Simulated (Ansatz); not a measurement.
ISn (SMILES [Sn][I]), doublet, geometry from GFN2-xTB (such geometries of metal compounds can be far from the true shape) (the spin is typed, not shown lowest) (all electrons, no relativity); Ansatz (an electronic-structure program) with B3LYP/STO-3G.

Ansatz was given this input:
Ansatz 0.2 input:
```yaml
crystal:
  periodic: [false, false, false]
  atoms:
    - {symbol: Sn, position_ang: [-0.00000000, -0.00000000, -1.39442545]}
    - {symbol: I, position_ang: [0.00000000, 0.00000000, 1.31549570]}
basis:
  gaussian:
    orbitals: STO-3G
hamiltonian:
  xc: b3lyp
magnetization: {spin_polarized: true, initial_magnetization: 1}
accuracy: high
```

**Question.** What does Ansatz print? Leave out banner, timings and long lists.

**Answer.** 
```
Functional definition: B3LYP
818 factors; integrals over basis functions are off by at most 4.8e-9 eV
mean field evaluation 1: about -348798.8824 eV, gradient 4.9e0 eV
mean field evaluation 2: about -348798.5732 eV, gradient 7.5e0 eV
mean field evaluation 4: about -348799.3582 eV, gradient 1.9e-1 eV
mean field evaluation 8: about -348799.3628 eV, gradient 1.2e-3 eV
mean field evaluation 16: about -348799.3628 eV, gradient 3.9e-8 eV
mean field -348799.36275096 eV, -12818.1401563980 hartree, gradient 1.1e-8 eV, S^2 0.751326; 1 other end points of the search recorded, 0 dependent functions left out
reference -348799.36277845 eV, -12818.1401574083 hartree; 52, 51 occupied and 2, 3 virtual orbitals, 818 factors
Total energy: -348799.36277845 eV, -12818.1401574083 hartree
```
